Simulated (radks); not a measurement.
Values are calculated unless marked as measured or tabulated.
Species: the fluorine ion F2+. Configuration: [He] 2s2 2p3 (the NIST ground configuration).

Code: a radial shooting solver on a logarithmic mesh with Libxc functionals. Model: scalar-relativistic Kohn-Sham, LDA (Slater exchange, VWN5 correlation), spin-unpolarised, spherical densities, finite nucleus; Fermi nuclear charge, rms radius 2.8976 fm.

Energy parts (eV):
| part | energy |
|---|---|
| total | -2641.058 |
| kinetic | 2636.157 |
| electron-nucleus | -6066.846 |
| Hartree | 1020.765 |
| exchange-correlation | -231.134 |

Orbitals (lengths in bohr, moments of r in powers of bohr; r(90%) holds 90 % of the orbital's charge):
orbital  occ.  eigenvalue (eV)     <r>  <1/r>  r(90%)
1s          2        -705.7629  0.1771  8.591   0.317
2s          2         -67.6217  0.9224  1.581    1.45
2p          3         -49.1282  0.8955  1.476    1.50

The highest occupied level is 2p at -49.128 eV. The electron density at the nucleus is 464.2 e/bohr^3 (large components only). The density falls to 0.001 e/bohr^3 at r = 2.47 bohr.
